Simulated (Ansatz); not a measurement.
Consider the atomization: `CC1BB1F` → 2 B• + 2 C• + F• + 5 H•.

Computed with Ansatz on PBE0-D4/def2-TZVP structures; ΔE is electronic, products minus reactants. CCSD(T)/CBS adds triple-zeta CCSD(T) − MP2 to the extrapolated MP2 energy (def2 sets, frozen cores). This one scheme is used for every species, atoms too. Functionals use def2-TZVPP. HSE06 is defined as in plane-wave codes. Open shells (•) are unrestricted, without spin–orbit coupling. Spin–orbit coupling would lower the free atoms: a little for B, C, F.

`CC1BB1F`:

```xyz
10

C     0.270    0.842   -1.085
C    -0.049   -0.145    0.007
B     0.104    0.021    1.472
B    -0.475   -1.343    1.157
F    -0.973   -2.531    0.950
H     1.025    0.440   -1.768
H     0.646    1.769   -0.656
H    -0.619    1.067   -1.682
H    -0.428   -1.061   -0.494
H     0.498    0.941    2.099
```

```json
{"level": "ωB97X-V", "ΔE (kJ/mol)": "3996.0"}
{"level": "r2SCAN", "ΔE (kJ/mol)": "4045.7"}
{"level": "PBE0", "ΔE (kJ/mol)": "4035.5"}
{"level": "HSE06", "ΔE (kJ/mol)": "4039.9"}
```

(1) What does CCSD(T)/CBS give? (Best estimate.)

Largest T1 diagnostic among the species: 0.014.

Answers

(1) Computed: +3974.8 kJ/mol. The listed levels differ from it by 21.2, 70.9, 60.7, 65.1 kJ/mol.

Leaving LDA and LC-ωPBE aside and taking each functional with its dispersion term where it has one, the values, not all of them listed here, spread over 234.1 kJ/mol, from BHLYP-D4 to PBE-D4. LDA lies +502.1 kJ/mol from PBE without D4, its usual overbinding. From r2SCAN to r2SCAN0 (25 % exact exchange), in def2-TZVPP and without D4, ΔE moves by −62.6 kJ/mol: exact exchange takes away binding that semilocal exchange gives to molecules. At CCSD(T), def2-SVP lies −144.3 kJ/mol from the extrapolated value and def2-TZVPP −87.6 kJ/mol: correlation converges slowly with the basis, and small sets miss more of it in the bonded molecule than in its fragments.

For atomizations the MP2-based limit and the directly extrapolated one differ by several kJ/mol either way, and by 10 to 25 for some Ge, Se and Sn compounds, so smaller differences from it don't rank the levels.
